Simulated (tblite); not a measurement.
Isomers of C7H9NSSi. Calculated harmonic vibrations of the isolated species, GFN2-xTB (tblite), most abundant isotopes, no scaling. This tight-binding method is rough: wavenumbers can miss measured ones by several per cent, in bad cases by 10 to 20. Modes of hydrogen on silicon can be 10 to 20 % off. One conformer each.

Electronic energies: GFN2-xTB at the same geometries; isomer energies are rough at this level and their order can be wrong.

| SMILES | electronic energy, lowest = 0 (kcal/mol) |
| --- | --- |
| C#CCS[C@@H]1CC[Si@H]1C#N | 97.8 |
| C#CC[Si@@H]1C[C@@H](C#N)CS1 | 52.2 |
| [SiH3]Cc1csc2cc[nH]c12 | 0.0 |

Question: How do GFN2-xTB zero-point energies change the relative energies?

Answer: 
| SMILES | ZPE (kcal/mol) | of it from modes above 1550 cm⁻¹ | electronic (kcal/mol) | with ZPE, lowest = 0 (kcal/mol) | lowest mode (cm⁻¹) | rings |
| --- | --- | --- | --- | --- | --- | --- |
| [SiH3]Cc1csc2cc[nH]c12 | 85.0 | 39.0 | 0.0 | 0.0 | 47 | 2 |
| C#CC[Si@@H]1C[C@@H](C#N)CS1 | 86.2 | 44.6 | 52.2 | 53.4 | 34 | 1 |
| C#CCS[C@@H]1CC[Si@H]1C#N | 84.8 | 44.6 | 97.8 | 97.7 | 25 | 1 |

The zero-point energies span 1.4 kcal/mol, from `C#CCS[C@@H]1CC[Si@H]1C#N` to `C#CC[Si@@H]1C[C@@H](C#N)CS1`. The order is unchanged.

Question: What do entropy and thermal enthalpy add at 298.15 K and 1 bar (rigid rotor, harmonic oscillator, one conformer each)?

Answer: 
```
                     SMILES  point group  symmetry number  S (cal/(mol K))  H − H(0) (kcal/mol)  ZPE + H − H(0) − TS (kcal/mol)
     [SiH3]Cc1csc2cc[nH]c12           C1                1            100.0                 7.04                            62.2
C#CC[Si@@H]1C[C@@H](C#N)CS1           C1                1            109.1                 8.03                            61.7
   C#CCS[C@@H]1CC[Si@H]1C#N           C1                1            114.7                 8.51                            59.1
```
